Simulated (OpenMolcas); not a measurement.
# Lines of Ag+: computed and rescaled rates

```
Program             : OpenMolcas 26.06
Method              : SS-CASPT2, IPEA 0.25 Eh, imaginary shift 0.1 Eh (closed shells correlated: 4s 4p)
Basis               : ANO-RCC-VTZP [7s6p4d2f1g]
Scalar Hamiltonian  : DKH2, point nucleus
Active space        : 10 electrons in 6 orbitals (4d 5s)
State averaging     : 2S+1 = 3 even, 5 roots; 2S+1 = 1 even, 6 roots
Spin-orbit coupling : state interaction with AMFI integrals over the reference wave functions, term energies averaged over their components
```

Rates come from the transition moments of the reference wave functions (E1 and E2 in the length form). At fixed line strength A goes as λ^-3 for E1 and M1 and as λ^-5 for E2, so a rate at the computed wavelength can be rescaled to the measured one. Measured vacuum wavelengths follow from level energies in NIST Handbook of Basic Atomic Spectroscopic Data. Branching counts decays inside the model space alone, at computed energies, and the table is only a selection of the E2 and M1 lines, drawn from those between levels with measured partners whose computed energy lies within a factor of 1.5 of the measured one.

```json
{"Upper": "4d9 5s 3D2 [75 %]", "Lower": "4d9 5s 3D3", "Type": "M1", "λ computed (nm)": "7198", "λ measured (nm)": "6340", "A computed (s-1)": "5.08e-02", "A rescaled (s-1)": "7.43e-02", "Branching %": "0.7"}
{"Upper": "4d9 5s 3D1", "Lower": "4d9 5s 3D2 [75 %]", "Type": "M1", "λ computed (nm)": "3373", "λ measured (nm)": "3336", "A computed (s-1)": "7.94e-01", "A rescaled (s-1)": "8.21e-01", "Branching %": "100.0"}
{"Upper": "4d9 5s 1D2 [75 %]", "Lower": "4d9 5s 3D3", "Type": "M1", "λ computed (nm)": "1593", "λ measured (nm)": "1453", "A computed (s-1)": "1.57e+00", "A rescaled (s-1)": "", "Branching %": "3.8"}
{"Upper": "4d9 5s 3D2 [75 %]", "Lower": "4d10 1S0", "Type": "E2", "λ computed (nm)": "257.7", "λ measured (nm)": "245.4", "A computed (s-1)": "7.30e+00", "A rescaled (s-1)": "", "Branching %": "99.3"}
{"Upper": "4d9 5s 1D2 [75 %]", "Lower": "4d10 1S0", "Type": "E2", "λ computed (nm)": "228.9", "λ measured (nm)": "217.2", "A computed (s-1)": "3.95e+01", "A rescaled (s-1)": "5.13e+01", "Branching %": "95.9"}
```

Spin-changing lines and M1 lines between different terms are not rescaled, since their strength hangs on the term gaps too.

The largest correction is for 4d9 5s 3D2 [75 %] → 4d9 5s 3D3 (M1): 5.08e-02 × (7198 / 6340)^3 = 7.43e-02 s-1, a factor of 1.46.

The computed rate and branching of 4d9 5s 3D1 → 4d9 5s 3D2 [75 %] give the upper level a radiative lifetime of 1.000 / 7.94e-01 s-1 = 1.26e+00 s, counting decays inside the model space alone. The rescaled rate gives about 1.2e+00 s.

These are rates of the free ion; in crystals, glasses and complexes forced electric-dipole and non-radiative decay shorten such lifetimes by orders of magnitude. No measured rate stands beside these. Rescaling mends the energy factor alone: line strengths can still be far off where a level mixes with configurations outside the active space, and weak or spin-changing lines hang on small mixing coefficients that depend on the term gaps too, so rescaling need not improve them.

A single d shell beside an s shell can misplace configurations of different d count against each other. Measured partners are found by configuration, term and J. A level has none where our copy of the source lacks it or the pairing is in doubt (some pairs that miss far off the trend of their configuration count as doubtful). Only configurations of the active space appear.

A share in square brackets marks a mixed level and gives the weight of the term that names it.
